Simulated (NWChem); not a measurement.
**NWChem timings: C2HClF2Ti (SMILES C#[C][Ti]([F])([F])[Cl])**

C2HClF2Ti: 7 atoms, total charge 0, spin state singlet. As SMILES, `C#[C][Ti]([F])([F])[Cl]`. The coordinates come from a PBE0-D4/def2-TZVP relaxation.

```tsv
atom	x (Å)	y (Å)	z (Å)
C	1.2769	-1.6010	0.5477
C	0.5469	-0.6927	0.2071
Ti	-0.6545	0.7944	-0.3824
F	-2.0974	0.1003	-1.0527
F	0.1811	1.7311	-1.5815
Cl	-1.1105	1.9992	1.3680
H	1.9187	-2.3994	0.8481
```

Program: NWChem 7.3.0. Hardware: 1 thread of Intel Xeon 6975P-C (Granite Rapids), shared host, so times are rough. Two-electron integrals are exact unless an approximation is named.

Task: Estimate their order by wall time, quickest first.
A. gradient at HF/STO-3G
B. gradient at B3LYP/6-31G* (spherical functions), grid fine
C. gradient at TPSSh/6-31G** (spherical functions), grid fine

Result: A (7.2 s), B (46 s), C (2 min).
